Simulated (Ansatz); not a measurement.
`O[SiH2]B(F)F` + H₂ → `FBF` + silanol at 298.15 K and 1 bar (hydrogenolysis of a B–Si bond).

Calculated with Ansatz (gas phase, PBE0-D4/def2-TZVP geometries, no zero-point term in ΔE). CBS: MP2 limit from def2 TZ/QZ plus the TZ coupled-cluster correction, frozen cores. This one scheme is used for every species. Each species was taken in one conformer, which may not be the lowest.

```json
{"species": "`O[SiH2]B(F)F`", "CCSD(T)/CBS energy (Eh)": "-590.59047", "H − E (kJ/mol)": "127.2", "S (J/(mol·K))": "345.1"}
{"species": "H₂", "CCSD(T)/CBS energy (Eh)": "-1.17544", "H − E (kJ/mol)": "35.1", "S (J/(mol·K))": "130.4"}
{"species": "`FBF`", "CCSD(T)/CBS energy (Eh)": "-225.09427", "H − E (kJ/mol)": "57.8", "S (J/(mol·K))": "244.5"}
{"species": "`O[SiH3]`", "CCSD(T)/CBS energy (Eh)": "-366.69042", "H − E (kJ/mol)": "113.6", "S (J/(mol·K))": "257.8"}
```

H − E and S are ideal-gas, rigid-rotor, harmonic terms from PBE0-D4/def2-TZVP, for one conformer and one mirror image of each species. The MP2-based limit puts H₂ 0.8 mEh under its directly extrapolated value; such offsets cancel only in part. 1 Eh = 2625.50 kJ/mol, R = 8.31446 J/(mol·K).

Q: By hand: ΔE, ΔH, ΔS and ΔG.

A: ΔE = (-225.09427) + (-366.69042) − (-590.59047) − (-1.17544) = -0.01878 Eh = -49.3 kJ/mol. Δ(H − E) = 57.8 + 113.6 − 127.2 − 35.1 = 9.1, so ΔH = -40.2 kJ/mol. ΔS = 244.5 + 257.8 − 345.1 − 130.4 = 26.8 J/(mol·K). ΔG = -40.2 − 298.15 × (26.8)/1000 = -48.2 kJ/mol.

Q: By hand: the equilibrium constant, and the temperature at which ΔG would vanish if ΔH and ΔS stayed fixed.

A: log₁₀ K = −ΔG/(RT ln 10) = 8.4. ΔH and −TΔS have one sign here, so there is no such temperature.

ΔH outweighs TΔS. A doubt of 5 kJ/mol in ΔE shifts log₁₀ K by 0.9 here. Other conformers and mirror images would add mixing entropy, several J/(mol·K) or more a flexible species. Modes under 60 cm⁻¹, often nearly free rotors, make the harmonic entropy too high. These are equilibria of isolated gas molecules and say nothing of rates. Largest T1 diagnostic: 0.013 (customary marks: 0.02 for closed shells, 0.045 for open ones).
